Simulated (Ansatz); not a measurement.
A structure relaxed at PBE0-D4/def2-TZVP, charge 0, multiplicity 1:

```xyz
8

O     1.305   -0.525   -1.119
Mo   -0.009    0.366   -0.169
O    -1.485    0.360    0.946
S     0.917    2.159    0.313
Cl    0.608   -1.341    1.396
Cl   -1.251    0.762   -2.017
H     1.604   -1.413   -0.895
H    -1.689   -0.368    1.543
```

Give its formula and SMILES.

Cl2H2MoO2S, `[OH][Mo]([OH])(=[S])([Cl])[Cl]`.

Point group (tolerance 0.08 Å, 0.16 Å for H)?

Cs.

Summarise the bond lengths by kind.

2 × Mo–O 1.850 Å; 2 × H–O 0.963 Å; 1 × Mo–S 2.075 Å; 2 × Cl–Mo 2.262 to 2.397 Å.

Results of the Gaussian-basis code of Ansatz.
